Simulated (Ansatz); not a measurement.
```yaml
crystal:
  periodic: [false, false, false]
  atoms:
    - {symbol: C, position_ang: [-0.945992, 1.589008, 0.870946]}
    - {symbol: C, position_ang: [0.345990, 1.053209, 1.484126]}
    - {symbol: Al, position_ang: [1.197178, -0.537637, 0.709500]}
    - {symbol: C, position_ang: [0.619659, -1.488354, -0.908515]}
    - {symbol: C, position_ang: [-0.536118, -0.930958, -1.736598]}
    - {symbol: H, position_ang: [-0.814311, 1.862472, -0.178931]}
    - {symbol: H, position_ang: [-1.312547, 2.478939, 1.392267]}
    - {symbol: H, position_ang: [-1.747787, 0.846449, 0.902931]}
    - {symbol: H, position_ang: [0.197508, 0.834851, 2.551217]}
    - {symbol: H, position_ang: [1.116223, 1.838644, 1.486510]}
    - {symbol: H, position_ang: [2.481048, -1.112468, 1.466836]}
    - {symbol: H, position_ang: [0.394733, -2.517580, -0.591919]}
    - {symbol: H, position_ang: [1.515483, -1.601739, -1.535493]}
    - {symbol: H, position_ang: [-0.318630, 0.072853, -2.111224]}
    - {symbol: H, position_ang: [-0.759891, -1.556143, -2.606767]}
    - {symbol: H, position_ang: [-1.455443, -0.854047, -1.150684]}
basis:
  gaussian: {orbitals: def2-mTZVP}
hamiltonian: {xc: {name: HF}}
correlation: {active_space: {window: {electrons: 2, orbitals: 1}}}
```

```sh
$ ansatz run in.yaml --threads 4 --pin off --events-out ev --progress --plain --max-ram 10444MiB
```

Shortened log:

```
Functional definition: HF
1297 factors; integrals over basis functions are off by at most 1.1e-3 eV
mean field evaluation 1: about -10874.4839 eV, gradient 4.3e1 eV
mean field evaluation 2: about -10874.7569 eV, gradient 4.3e1 eV
mean field evaluation 4: about -10879.5557 eV, gradient 3.8e0 eV
mean field evaluation 8: about -10879.6150 eV, gradient 9.8e-2 eV
mean field -10879.61508665 eV, -399.8184799666 hartree, gradient 8.2e-7 eV, S^2 0.000000; 0 other end points of the search recorded, 0 dependent functions left out
reference -10879.61508665 eV, -399.8184799666 hartree; 24, 24 occupied and 107, 107 virtual orbitals, 1297 factors
state -10879.61508665 eV, -399.8184799666 hartree
Total energy: -10879.61508665 eV, -399.8184799666 hartree
```

Hardware: 4 threads of an Arm Neoverse V1 on a shared host. Wall time 1.2 s, peak host memory 0.29 GiB.
